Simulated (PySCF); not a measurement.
C2H6OSi2, SMILES C1=C[SiH2]O[SiH2]1. Atoms are numbered in the order given.

```xyz
11

C     -0.6747     0.0000     1.4006
C      0.6747     0.0000     1.4006
Si     1.4157     0.0000    -0.3282
O      0.0000     0.0000    -1.2272
Si    -1.4157     0.0000    -0.3282
H     -1.2419     0.0000     2.3402
H      1.2418     0.0000     2.3402
H      2.2360    -1.2120    -0.6199
H      2.2360     1.2120    -0.6199
H     -2.2360    -1.2120    -0.6199
H     -2.2360     1.2120    -0.6199
```

Coordinates come from a PBE0-D3(BJ)/def2-SVP optimisation. The structure was generated by enumeration, and PubChem lists no compound with its InChIKey, so it may never have been made.

These are SMD-B3LYP/def2-SVP (PySCF) values and carry that method's errors.

Solvation free energies are E(SMD) − E(gas) at the gas-phase geometry, for 1 M in both phases. In vacuum the dipole moment is 1.63 D.

```csv
solvent,ΔG(solv) (kcal/mol),its non-electrostatic (CDS) part,dipole (D)
water,1.2,3.9,2.23
"N,N-dimethylformamide",…,…,…
chlorobenzene,-1.6,-0.3,1.98
```

Task: Some entries are withheld; supply them. (Estimate from the structure and the level; the computed values follow.)

Result: 
- N,N-dimethylformamide, ΔG(solv) (kcal/mol): -1.1
- N,N-dimethylformamide, its non-electrostatic (CDS) part: 0.6
- N,N-dimethylformamide, dipole (D): 2.09
